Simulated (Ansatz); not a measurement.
```xyz
6

C    -0.0229    0.0238   -0.7029
C     0.0451   -0.0141    0.6490
H     0.0071   -0.9752   -1.2178
H    -0.0247    0.8992   -1.2697
H     0.0182   -0.9572    1.2018
H     0.0414    0.9100    1.2587
```

Basis set: 6-31G* (spherical functions). Frozen core: 2 orbitals. Charge 0, multiplicity 1.

Computed with Ansatz (development build ahead of 0.2.0); each method stands on the lowest determinant of its kind that the runs found. Restricted open shells among the atoms or ions are ROHF, correlated in semicanonical orbitals with singles.

Task: Give the atomization energy at this shape (free ground-state atoms in the same class of orbitals less the molecule, no zero-point energy) of singlet C2H4 by RHF-MP2, RHF.

Result:

| method | atomization energy |
| --- | --- |
| RHF-MP2 | 22.39 eV |
| RHF | 18.46 eV |
